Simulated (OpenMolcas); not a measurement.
# Cr4+: moving the ligands

Cr4+ with 6 ligands (fluoride) in octahedral coordination (Oh) at 1.86 Å. A charge of +0.333 e stands 2.6 Å behind each ligand. Ligand basis ANO-RCC-VDZP.

```json
{"Program": "OpenMolcas", "Method": "SS-CASPT2, IPEA 0.25 Eh, imaginary shift 0.1 Eh (closed shells correlated: 3s 3p and the ligand valence shells)", "Basis": "ANO-RCC-VDZP [5s4p2d1f]", "Scalar Hamiltonian": "DKH2, point nucleus", "Active space": "2 electrons in 5 orbitals (3d)", "State averaging": "2S+1 = 3 even, 10 roots; 2S+1 = 1 even, 15 roots", "Spin-orbit coupling": "state interaction with AMFI integrals over the reference wave functions"}
```

Runs around this geometry, states (labels of O, the rotations of Oh). Energies in cm-1 above the lowest state or level, χT in cm3 K/mol; under a threefold ground state the first gap can be a small split of the lowest multiplet, not the spin-orbit step; 10Dq and B are least-squares fits to the states below 45000 cm-1, weighted by degeneracy, with a free offset, and given where the rms deviation is under 5 % of |10Dq| (or 100 cm-1) and under 700 cm-1.

```tsv
R (Å)	Ground state	First state of that spin	10Dq	B (rms of fit)	First gap with spin-orbit (degeneracies)	χT at 300 K	First state of another spin
1.75	3T1	3T2 26730	28090	805 (196)	5 (2, 3)	0.726	1T2 10890
1.86	3T1	3T2 21940	22879	809 (305)	7 (2, 3)	0.714	1T2 10940
1.92	3T1	3T2 20140	21422	789 (346)	8 (2, 3)	0.709	1T2 10820
```

Taking |10Dq| as R^-n, n = -ln(21422 / 28090) / ln(1.92 / 1.75) = 2.9 between the shortest and longest distance. The point-charge formula for a cubic d site gives n = 5.

Roots that are degenerate in the reference are averaged as groups; the widest CASPT2 spread within a group is 660 cm-1 (the 3-fold group of multiplicity 1 near 36500 cm-1 above the lowest state of its run, R = 1.86). Shifts and gaps below about the spread of the groups concerned are not significant. Over all roots computed the reference weight is 0.70 to 0.71 in R = 1.75, 0.69 to 0.70 in R = 1.86, 0.68 to 0.70 in R = 1.92; a low but even weight reflects the number of correlated electrons. An orbital triplet at a regular site is open to Jahn-Teller coupling, which can distort the site and quench the lowest spin-orbit gaps and is left out. Ligand-to-metal charge-transfer states are missing. With no ligand orbital active B as a rule stays too high, so bands that hang on it stand too high and its fall with covalency is understated. With one d shell and no ligand orbital active, 10Dq can be off by a tenth or more. The least metal-like active orbital is 80 % on the metal (Löwdin) and no ligand orbital is active, so the numbers are rough (holds for R = 1.75). The least metal-like active orbital is 81 % on the metal (Löwdin) and no ligand orbital is active, so the numbers are rough (holds for R = 1.86). The least metal-like active orbital is 82 % on the metal (Löwdin) and no ligand orbital is active, so the numbers are rough (holds for R = 1.92). No measured value stands beside these numbers; the geometry was imposed, not optimised, and the real ion may take another.
